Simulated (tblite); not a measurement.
C₃H₅FSSi.
SMILES with atom numbers: `[F:1][Si@H:2]1[CH:3]=[CH:4][S:5][CH2:6]1` (hydrogens: H7 on Si2; H8 on C3; H9 on C4; H10, H11 on C6)

Method: GFN2-xTB as coded in tblite; computed harmonic values from a numerical Hessian at the method's own geometry, unscaled. This tight-binding method is rough: wavenumbers can miss measured ones by several per cent, in bad cases by 10 to 20. Modes of hydrogen on silicon can be 10 to 20 % off.

Harmonic wavenumbers (cm⁻¹): 73.1, 163.9, 199.4, 334.7, 369.8, 537.4, 568.7, 646.6, 683.3, 700.4, 712.2, 735.5, 750.2, 814.4, 850.5, 872.5, 1044.1, 1105.1, 1155.9, 1255.6, 1438.2, 1554.2, 2354.0, 3004.0, 3023.3, 3083.4, 3097.2.

A = 4654, B = 1764, C = 1422 MHz; mass 119.987 u (most abundant isotopes); point group C1, symmetry number 1.

**Question.** What is the zero-point energy?

**Answer.** ½Σν̃ = 15564 cm⁻¹ = 44.50 kcal/mol.

**Question.** Entropy at 350 K, 1 bar (ideal gas, RRHO, classical rotation)?

**Answer.** Translation 41.08, rotation 28.19, vibration 18.00: S = 87.3 cal/(mol K).

**Question.** And Cp and H(350 K) − H(0)?

**Answer.** Cp = 30.26 cal/(mol K), of which vibrations give 22.31 (their classical limit is 27 R = 53.7); H(350 K) − H(0) = 6.38 kcal/mol without the zero-point energy, 3.60 from vibrations.

**Question.** Blend soft modes into free rotors: weight 1/[1 + (100 cm⁻¹/ν̃)⁴] for the oscillator and the rest for a rotor with moment μB/(μ + B), μ = h/(8π²ν), B = 10⁻⁴⁴ kg m². What vibrational entropy results?

**Answer.** 17.14 cal/(mol K) in place of 18.00, which changes −T·S at 350 K by +0.30 kcal/mol.

**Question.** Which modes carry the vibrational entropy at 350 K?

**Answer.** 73.1 cm⁻¹: 4.38; 163.9 cm⁻¹: 2.81; 199.4 cm⁻¹: 2.44; 334.7 cm⁻¹: 1.50; 369.8 cm⁻¹: 1.34; 537.4 cm⁻¹: 0.77 cal/(mol K); the other 21 give 4.76 together.

**Question.** How do the functions run with temperature in this model?

**Answer.** 
```
T (K)  S (cal/(mol K))  Cp (cal/(mol K))  H − H(0) (kcal/mol)  G − H(0) (kcal/mol)  ln q(vib)
  100             62.6              12.9                 1.01                -5.26       0.60
  200             73.5              19.6                 2.61               -12.09       1.79
  300             82.9              27.0                 4.95               -19.91       3.15
  500             99.4              37.7                11.52               -38.18       6.14
  800            119.2              46.2                24.24               -71.10      10.56
 1000            129.9              49.7                33.84               -96.04      13.27
```

q(vib) and H(0) count from the zero-point level.

Hindered rotation and anharmonicity are outside this model. The structure is chiral; the term R ln 2 for an equal mix with its mirror image is left out.

Hardware: one thread, Arm Neoverse N1 (aarch64), no GPU, shared host with 64 logical CPUs at a one-minute load of 60. Cost: 0.53 s wall. The figure is for the frequency step alone.
